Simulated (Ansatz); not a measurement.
The lowest singlet and triplet of CF2 (SMILES F[C]F); geometries from B3LYP-D3(BJ)/def2-TZVP, each state relaxed from the structure named, with no frequency check.
Singlet at the triplet's geometry (charge 0, multiplicity 1):
```xyz
3

F     -1.13872    -0.16682     0.00000
C     -0.00049     0.49709     0.00000
F      1.13905    -0.16457     0.00000
```

```csv
level,"gap E(singlet) − E(triplet), vertical, at the triplet's geometry (kJ/mol)",cost
R-HF/cc-pVQZ,-79.2,-
R-r2SCAN/def2-TZVPP,-144.7,×2
R-PBE0/def2-TZVPP,-158.4,×1
R-wB97X-V/def2-TZVPP,-190.5,×3
U-MP2/cc-pVTZ (spin-contaminated),-155.9,-
R-CCSD/cc-pVTZ,-182.0,-
U-CCSD/cc-pVTZ (spin-contaminated),-179.6,-
R-CCSD(T)/cc-pVDZ,-188.2,×1
R-CCSD(T)/cc-pVQZ,-194.2,×30
"SA-CASSCF(2,2)/cc-pVDZ",-135.9,-
"SA-CASSCF(2,2)/cc-pVQZ",-139.4,-
"FIC-MRCISD+Q on SA-CASSCF(2,2)/cc-pVDZ",-183.7,-
"FIC-MRCISD+Q on SA-CASSCF(2,2)/cc-pVTZ",-186.8,-
"FIC-MRCISD+Q on SA-CASSCF(2,2)/cc-pVQZ",-186.8,-
```

The rows run from -194.2 (R-CCSD(T)/cc-pVQZ) to -79.2 kJ/mol (R-HF/cc-pVQZ). From cc-pVDZ to cc-pVQZ R-CCSD(T) changes by -6.1. The 3 R-functionals in def2-TZVPP without D3 or D4 span 45.8, from R-wB97X-V to R-r2SCAN.

A positive gap puts the triplet lower; no zero-point energy. R- takes a restricted singlet. U- takes an unrestricted singlet (broken symmetry where lower, unprojected). The triplet is unrestricted in single-reference levels. Active spaces average the two states.

Frozen-core correlation.

Doubts at one or more of the structures used: a restricted determinant that unrestricted orbitals would lower (R-HF/cc-pVQZ, R-CCSD/cc-pVTZ, R-CCSD(T)/cc-pVDZ, R-CCSD(T)/cc-pVQZ); T1 above 0.05 (U-CCSD/cc-pVTZ (spin-contaminated)).

The values were computed with Ansatz (Gaussian basis) for Hartree–Fock, density functionals and correlated methods. 

Costs are rough ratios of core time to R-PBE/def2-TZVPP (about 1.5 s over the structures, on one shared machine); a dash marks a level with no comparable run of its own.

Ansatz is a quantum-chemistry and plane-wave program.
